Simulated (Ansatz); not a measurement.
`C[Se]BCF` and `FC[BH][SnH3]` differ in one atom or group.

Ansatz, PBE0-D4/def2-TZVP geometries, multiplicity 1. Each molecule was computed in one conformer, which needn't be the lowest.

Elements past krypton have def2 core potentials. Scalar relativity is left out up to krypton. Spin–orbit coupling is left out; it splits and shifts lone-pair levels of the heavy atoms by tenths of an eV.

```csv
property,`C[Se]BCF`
LUMO energy (PBE0/def2-TZVPP) / eV,-1.17
HOMO–LUMO gap (B3LYP/def2-TZVPP) / eV,5.80
HOMO–LUMO gap (PBE0/def2-TZVPP) / eV,6.21
HOMO energy (PBE/def2-TZVPP) / eV,-6.30
size of the dipole moment (ωB97M-V/def2-TZVPP) / D,2.42
HOMO energy (B3LYP/def2-TZVPP) / eV,-7.16
```

(1) Give the same properties after the change, and the shifts. (Estimate.)

Results:

(1) Ansatz gave: 
```tsv
property	`FC[BH][SnH3]`	shift
LUMO energy (PBE0/def2-TZVPP) / eV	-2.27	-1.10
HOMO–LUMO gap (B3LYP/def2-TZVPP) / eV	5.32	-0.48
HOMO–LUMO gap (PBE0/def2-TZVPP) / eV	5.70	-0.51
HOMO energy (PBE/def2-TZVPP) / eV	-6.82	-0.52
size of the dipole moment (ωB97M-V/def2-TZVPP) / D	2.20	-0.22
HOMO energy (B3LYP/def2-TZVPP) / eV	-7.79	-0.63
```

With PBE0 the HOMO falls by 0.59 eV and the LUMO falls by 1.10 eV, so the gap narrows by about 0.51 eV. PBE moves the HOMO by -0.52 eV and ωB97M-V by -0.58 eV. Dipoles are sizes alone; their direction can turn.

B3LYP here is the variant with VWN-RPA as its local correlation; programs differ in this.
